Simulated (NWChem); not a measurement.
System: GeHBr, singlet; SMILES [GeH][Br]

Here is an NWChem input.

```
start job
memory heap 200 mb stack 900 mb global 1100 mb
geometry units angstroms
  Ge    -0.677420    -0.563843     0.824960
  H     -1.757283    -1.074734    -0.326861
  Br     0.638004     0.526142    -0.745841
end
basis spherical
  * library def2-svp
end
dft
  xc pbe0
  iterations 150
end
driver
  maxiter 120
end
task dft optimize
task dft freq
```

Output (shortened):

```
             Northwest Computational Chemistry Package (NWChem) 7.3.0
             --------------------------------------------------------

 CS  symmetry detected

                             Geometry "geometry" -> ""
                             -------------------------

 Output coordinates in angstroms (scale by  1.889725989 to convert to a.u.)

  No.       Tag          Charge          X              Y              Z
 ---- ---------------- ---------- -------------- -------------- --------------
    1 Ge                  32.0000     0.03668525    -1.19311754     0.00000000
    2 H                    1.0000    -1.62035842    -1.28262525     0.00000000
    3 Br                  35.0000     0.01275516     1.12749676     0.00000000

 Effective nuclear repulsion energy (a.u.)     271.9498088814

      Symmetry information
      --------------------

 Group name             Cs
 Group number              2
 Group order               2
 No. of unique centers     3

                                Z-matrix (autoz)
                                --------

 Units are Angstrom for bonds and degrees for angles

      Type          Name      I     J     K     L     M      Value
      ----------- --------  ----- ----- ----- ----- ----- ----------
    1 Stretch                  1     2                       1.65946
    2 Stretch                  1     3                       2.32074
    3 Bend                     2     1     3                92.50110

                           NWChem Geometry Optimization
                           ----------------------------

 maximum gradient threshold         (gmax) =   0.000450
 rms gradient threshold             (grms) =   0.000300
 maximum cartesian step threshold   (xmax) =   0.001800
 rms cartesian step threshold       (xrms) =   0.001200
 fixed trust radius                (trust) =   0.300000
 source of zmatrix                         =   autoz

          -------------------
          Energy Minimization
          -------------------

 Using diagonal initial Hessian
 Scaling for Hessian diagonals: bonds = 1.00  angles = 0.25  torsions = 0.10

          --------
          Step   0

                                 NWChem DFT Module
                                 -----------------

[...]

      ----------------------
      Optimization converged
      ----------------------

  Step       Energy      Delta E   Gmax     Grms     Xrms     Xmax
  ---- ---------------- -------- -------- -------- -------- --------
@    4   -4650.63655801 -7.3D-07  0.00017  0.00012  0.00069  0.00162
                                     ok       ok       ok       ok

                                Z-matrix (autoz)
                                --------

 Units are Angstrom for bonds and degrees for angles

      Type          Name      I     J     K     L     M      Value     Gradient
      ----------- --------  ----- ----- ----- ----- ----- ---------- ----------
    1 Stretch                  1     2                       1.60106   -0.00017
    2 Stretch                  1     3                       2.34168   -0.00012
    3 Bend                     2     1     3                93.56351   -0.00000

                         Geometry "geometry" -> "geometry"
                         ---------------------------------

 Output coordinates in angstroms (scale by  1.889725989 to convert to a.u.)

  No.       Tag          Charge          X              Y              Z
 ---- ---------------- ---------- -------------- -------------- --------------
    1 Ge                  32.0000     0.00431537    -1.20013088     0.00000000
    2 H                    1.0000    -1.59424144    -1.28961642     0.00000000
    3 Br                  35.0000     0.01900806     1.14150126     0.00000000

 Effective nuclear repulsion energy (a.u.)     270.0243404152

      Symmetry information
      --------------------

 Group name             Cs
 Group number              2
 Group order               2
 No. of unique centers     3

[...]

 Rotational Constants
 --------------------
 A=   6.648471 cm-1  (  9.565453 K)
 B=   0.079396 cm-1  (  0.114230 K)
 C=   0.078459 cm-1  (  0.112882 K)

 Temperature                      =   298.15K
 frequency scaling parameter      =   1.0000

 Zero-Point correction to Energy  =    4.168 kcal/mol  (  0.006642 au)
 Thermal correction to Energy     =    6.282 kcal/mol  (  0.010011 au)
 Thermal correction to Enthalpy   =    6.874 kcal/mol  (  0.010955 au)

 Total Entropy                    =   65.922 cal/mol-K
   - Translational                =   41.003 cal/mol-K (mol. weight = 154.8462)
   - Rotational                   =   23.171 cal/mol-K (symmetry #  =        1)
   - Vibrational                  =    1.749 cal/mol-K

 Cv (constant volume heat capacity) =    8.476 cal/mol-K
   - Translational                  =    2.979 cal/mol-K
   - Rotational                     =    2.979 cal/mol-K
   - Vibrational                    =    2.517 cal/mol-K

[normal modes left out]

 ----------------------------------------------------------------------------
 Normal Eigenvalue ||           Projected Infra Red Intensities
  Mode   [cm**-1]  || [atomic units] [(debye/angs)**2] [(KM/mol)] [arbitrary]
 ------ ---------- || -------------- ----------------- ---------- -----------
    1       -0.000 ||    0.000281           0.006         0.274       0.063
    2       -0.000 ||    0.000261           0.006         0.254       0.058
    3        0.000 ||    0.000247           0.006         0.241       0.055
    4        0.000 ||    0.000101           0.002         0.098       0.023
    5        0.000 ||    0.000264           0.006         0.257       0.059
    6        0.000 ||    0.000000           0.000         0.000       0.000
    7      294.491 ||    0.038180           0.881        37.220       8.522
    8      705.793 ||    0.025398           0.586        24.759       5.669
    9     1916.484 ||    0.338491           7.809       329.978      75.552
 ----------------------------------------------------------------------------
```

Level: PBE0/def2-SVP. Low-valent species are run as closed-shell singlets; no triplet was tried in these runs. This build's default masses of Se (78.918 u) and Br (79.917 u) are each other's, which moves their modes by up to 0.6 %.
